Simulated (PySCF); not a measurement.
**Spinor energies of W⁶⁷⁺ (tungsten, charge +67)**

Start: [He] 2s2 2p3; 2p1/2 filled at m_j = -1/2, +1/2; 2p3/2 filled at m_j = +3/2. Calculated with PySCF 2.14 in an uncontracted even-tempered set (16 s from 52 bohr⁻², ratio 2.4; 13 p from 68 bohr⁻², ratio 2.4; 5 d from 230 bohr⁻², ratio 2.6; 4 f from 340 bohr⁻², ratio 2.6): generalised Hartree-Fock with the X2C-1e Hamiltonian and a Gaussian nucleus; one run each with spin-orbit coupling (SO) switched off, then screened by Boettger's factors.

| spinor shell | electrons | ε, spin-free (eV) | ε, screened SO (eV) | weight of nominal j (screened SO) | rms radius, screened SO (bohr) |
| --- | --- | --- | --- | --- | --- |
| 1s1/2 | 2 | -76998.6 | -76940.7 | 1.000 | 0.0207 |
| 2s1/2 | 2 | -18430.6 | -18413.1 | 1.000 | 0.0813 |
| 2p1/2 | 2 | -17120.0 | -18089.3 | 1.000 | 0.0686 |
| 2p3/2 | 1 | -17120.0 | -16651.6 | 1.000 | 0.0753 |

```json
{"quantity": "E (hartree)", "spin-free": "-9250.44365", "screened SO": "-9308.50084"}
{"quantity": "M_J", "spin-free": "3/2", "screened SO": "3/2"}
{"quantity": "⟨J²⟩", "spin-free": "3.750", "screened SO": "3.750"}
{"quantity": "⟨L²⟩", "spin-free": "0.000", "screened SO": "2.607"}
{"quantity": "⟨S²⟩", "spin-free": "3.750", "screened SO": "1.459"}
```

Each row is a mean over spinors that exchange with the open shell spreads, by up to 67.745 eV (2s1/2).

Breit and QED terms are absent; they matter most for the inner s and p1/2 levels.

Densities and radii are taken from the X2C orbitals without a picture-change correction, which distorts them close to the nucleus.

Without spin-orbit coupling the j labels of p, d and f shells carry no meaning; the spin-free column gives the mean over the occupied spinors of each nl shell.
